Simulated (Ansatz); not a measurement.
`[Cl][GeH]` + CH₃OH → `C[O][GeH]` + HCl at 400 K and 1 bar (ligand exchange at a Ge–Cl bond).

Calculated with Ansatz (gas phase, PBE0-D4/def2-TZVP geometries, no zero-point term in ΔE). CCSD(T)/CBS is the MP2 limit (def2-TZVPP, def2-QZVPP) plus CCSD(T) − MP2 in def2-TZVPP, frozen cores. This one scheme is used for every species. For Ge outer-core shells are correlated without core-valence functions, which leaves a few kJ/mol of doubt a bond. Scalar relativity is left out up to krypton.

```tsv
species	CCSD(T)/CBS energy (Eh)	H − E (kJ/mol)	S (J/(mol·K))
`[Cl][GeH]`	-2536.49422	33.6	277.3
CH₃OH	-115.61712	151.2	252.6
`C[O][GeH]`	-2191.71863	148.2	313.9
HCl	-460.38127	29.6	195.4
```

H − E and S are ideal-gas, rigid-rotor, harmonic terms from PBE0-D4/def2-TZVP. 1 Eh = 2625.50 kJ/mol, R = 8.31446 J/(mol·K).

Question: By hand: ΔE, ΔH, ΔS and ΔG.

Answer: ΔE = (-2191.71863) + (-460.38127) − (-2536.49422) − (-115.61712) = 0.01144 Eh = 30.0 kJ/mol. Δ(H − E) = 148.2 + 29.6 − 33.6 − 151.2 = -7.0, so ΔH = 23.0 kJ/mol. ΔS = 313.9 + 195.4 − 277.3 − 252.6 = -20.6 J/(mol·K). ΔG = 23.0 − 400 × (-20.6)/1000 = 31.2 kJ/mol.

Question: By hand: the equilibrium constant, and the temperature at which ΔG would vanish if ΔH and ΔS stayed fixed.

Answer: log₁₀ K = −ΔG/(RT ln 10) = -4.1. ΔH and −TΔS have one sign here, so there is no such temperature.

TΔS isn't small against ΔH here. A doubt of 5 kJ/mol in ΔE shifts log₁₀ K by 0.7 here. These are equilibria of isolated gas molecules and say nothing of rates. Largest T1 diagnostic: 0.016 (customary marks: 0.02 for closed shells, 0.045 for open ones).
